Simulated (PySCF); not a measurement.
Bonding in `N=C1CC(C(=O)O)C1`

C5H7NO2.
Numbering: `[NH:1]=[C:2]1[CH2:3][CH:4]([C:5](=[O:6])[OH:7])[CH2:8]1` (hydrogens: H9 on N1; H10, H11 on C3; H12 on C4; H13 on O7; H14, H15 on C8)

Cartesian coordinates in Å at the GFN2-xTB level; atoms count from 1:
```
atom  x, y, z in Å
N1     2.7825   -0.4345   -0.2605
C2     1.5708   -0.2265   -0.0533
C3     0.3548   -1.0413    0.3443
C4    -0.4119    0.2932    0.5403
C5    -1.6851    0.3765   -0.2539
O6    -1.7603    0.6007   -1.4318
O7    -2.7610    0.1380    0.5080
C8     0.7896    1.0538   -0.0542
H9     3.0870   -1.4026   -0.1808
H10   -0.0312   -1.6483   -0.4743
H11    0.4613   -1.6632    1.2313
H12   -0.6211    0.5116    1.5864
H13   -3.5714    0.1702   -0.0252
H14    0.5887    1.4166   -1.0621
H15    1.2028    1.8638    0.5412
```

Bond orders from the PBE0/pcSseg-1 density (PySCF). Geometry: GFN2-xTB, one conformer, isolated molecule.

Task: How far do the computed orders between heavy atoms stray from the drawn ones?

Result: The largest departure is 0.141, at C5–O7 (drawn single, 1.141). Drawn single, order above 1.12: C5–O7 (1.141).

Task: Set the Mayer orders of the bonds between heavy atoms beside their lengths.

Result: 
| bond | drawn as | length (Å) | Mayer order |
| --- | --- | --- | --- |
| N1–C2 | double | 1.247 | 2.105 |
| C2–C3 | single | 1.517 | 0.956 |
| C3–C4 | single | 1.551 | 0.972 |
| C4–C5 | single | 1.503 | 0.904 |
| C5–O6 | double | 1.201 | 1.982 |
| C5–O7 | single | 1.340 | 1.141 |
| C4–C8 | single | 1.541 | 0.980 |
| C8–C2 | single | 1.500 | 0.978 |

Bonds between the same two heavy elements. C–C: lowest C4–C5 (0.904, 1.503 Å), highest C4–C8 and C8–C2 (0.980, 1.541 Å); in 4 of the 10 pairs the longer bond (by over 0.003 Å) has the higher order (by 0.02 or more). C–O: lowest C5–O7 (1.141, 1.340 Å), highest C5–O6 (1.982, 1.201 Å). Bonds named together lie within 0.004.

Task: And the bonds to hydrogen?

Result: H–N: 0.93 (1 bond); C–H: 0.92 to 0.94 (5 bonds); H–O: 0.92 (1 bond).

Task: Sum the orders of all bonds at each heavy atom with more than one neighbour and set the sums beside the valence in the SMILES.

Result: N1 3.032 (drawn 3), C2 4.039 (drawn 4), C3 3.799 (drawn 4), C4 3.790 (drawn 4), C5 4.027 (drawn 4), O7 2.065 (drawn 2), C8 3.817 (drawn 4). Orders between atoms that aren't bonded are not in these sums.

For a closed shell the Mayer order of atoms A and B is Σ (PS)μν (PS)νμ over the basis functions μ on A and ν on B, with P the density and S the overlap matrix.
